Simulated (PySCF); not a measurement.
2-methylidenecyclopent-3-en-1-one (C6H6O), SMILES C=C1C=CCC1=O. Atoms are numbered in the order given.

```xyz
13

C     -0.9196     1.9558     0.0000
C     -0.5898     0.6429     0.0000
C     -1.4286    -0.5537     0.0000
C     -0.6705    -1.6831     0.0000
C      0.8017    -1.3763     0.0000
C      0.8464     0.1635     0.0000
O      1.8444     0.8603     0.0000
H     -0.1133     2.7068     0.0000
H     -1.9649     2.3005     0.0000
H     -2.5279    -0.5285     0.0000
H     -1.0731    -2.7066     0.0000
H      1.3431    -1.7747     0.8867
H      1.3431    -1.7747    -0.8867
```

Coordinates come from a PBE-D3(BJ)/def2-SVP optimisation. The values are those of a single conformer.

Method: KT2/pcSseg-1 (PySCF).

GIAO shieldings, no solvent; atoms listed in one row are averaged. δ = σ(ref) − σ: ¹³C against TMS (σ = 185.1 ppm); ¹⁷O against H2O (σ = 330.4 ppm); ¹H against TMS (σ = 31.47 ppm), references at their B3LYP-D3(BJ)/def2-TZVP geometries, non-relativistic.

Problem. Estimate the chemical shifts. (An estimate is asked for; the answer gives what the named calculation found.)

Solution. 
| nucleus | atoms | count | δ (ppm) |
|---|---|---|---|
| ¹³C | C6 | 1 | 195.6 |
| ¹³C | C2 | 1 | 143.3 |
| ¹³C | C3 | 1 | 136.8 |
| ¹³C | C4 | 1 | 136.2 |
| ¹³C | C1 | 1 | 115.8 |
| ¹³C | C5 | 1 | 45.9 |
| ¹⁷O | O7 | 1 | 579.0 |
| ¹H | H10 | 1 | 7.15 |
| ¹H | H11 | 1 | 6.85 |
| ¹H | H8 | 1 | 6.40 |
| ¹H | H9 | 1 | 5.83 |
| ¹H | H12, H13 | 2 | 3.34 |
